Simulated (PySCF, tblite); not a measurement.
A database entry of computed molecular properties. Lists by class give the value and the number of equivalent atoms.

```json
{
 "formula": "C7H9P",
 "smiles": "Cc1ccpcc1C",
 "inchi": "InChI=1S/C7H9P/c1-6-3-4-8-5-7(6)2/h3-5H,1-2H3",
 "charge": 0,
 "multiplicity": 1,
 "geometry_level": "GFN2-xTB",
 "electronic_structure_code": "PySCF",
 "results": {
  "GFN2-xTB geometry": {
   "point_group": "Cs",
   "rotational_constants_GHz": [2.962, 1.525, 1.019]
  },
  "PBE0/def2-SVPD ground state and vertical TDDFT (core frozen in the response)": {
   "dipole_D": 2.47,
   "homo_eV": -6.74,
   "lumo_eV": -1.23,
   "S1_eV": 4.79,
   "strongest_line_of_8_singlets_eV": 6.56,
   "T1_tda_eV": 3.17,
   "polarisability_au": 106.3,
   "r2_bohr2_about_centre_of_nuclear_charge": 1149.0,
   "singlets_eV_and_f": [
    [4.79, 0.006],
    [5.04, 0.017],
    [5.09, 0.165],
    [5.48, 0.0],
    [5.98, 0.278],
    [6.26, 0.0],
    [6.38, 0.012],
    [6.56, 0.53]
   ],
   "triplets_tda_eV": [3.17, 4.09, 4.13]
  },
  "PBE0/pcSseg-1 ground state and GIAO shieldings, non-relativistic": {
   "shift_vs_computed_TMS_C_by_class_ppm": [
    [165.1, 1],
    [163.7, 1],
    [147.3, 1],
    [142.9, 1],
    [140.8, 1],
    [27.3, 1],
    [25.7, 1]
   ],
   "shift_vs_computed_TMS_H_by_class_ppm": [
    [9.02, 1],
    [9.0, 1],
    [8.06, 1],
    [2.52, 3],
    [2.48, 3]
   ],
   "shielding_other_nuclei_by_class_ppm": [
    ["P", 99.5, 1]
   ]
  },
  "GFN2-xTB harmonic vibrations, gas phase": {
   "strongest_ir_bands_cm-1_km_per_mol_modes": [
    [1235.9, 35.0, 1],
    [1407.8, 18.8, 1],
    [2993.5, 35.0, 1],
    [3013.7, 47.9, 1],
    [3028.4, 35.7, 1],
    [3044.8, 92.0, 2]
   ],
   "zpe_kcal_per_mol": 85.8
  }
 }
}
```

The vertical singlet–triplet gap S1 − T1 is 1.62 eV (TDDFT singlet less Tamm–Dancoff triplet; S1: HOMO→LUMO+1, weight 0.53, beside HOMO−1→LUMO, weight 0.43; T1: HOMO→LUMO, weight 0.93). No computed singlet falls in the visible range (750 to 380 nm, 1.65 to 3.26 eV); S1 lies 1.53 eV above its blue end. In wavenumbers S1 is 38700 cm⁻¹ (1 eV = 8065.54 cm⁻¹). The polarisability is 15.75 Å³ as a volume (1 au = 0.148185 Å³), or 1.61 au for each of the 66 electrons. A dipole of 2.47 D is allowed in Cs, and pure rotational transitions are dipole-allowed.

Geometry: GFN2-xTB; no solvent or vibrations. NMR classes are plain means over equivalent atoms (diastereotopic ones count apart unless rotation or inversion swaps them), as if these changed places fast; in this geometry the members of some classes differ.
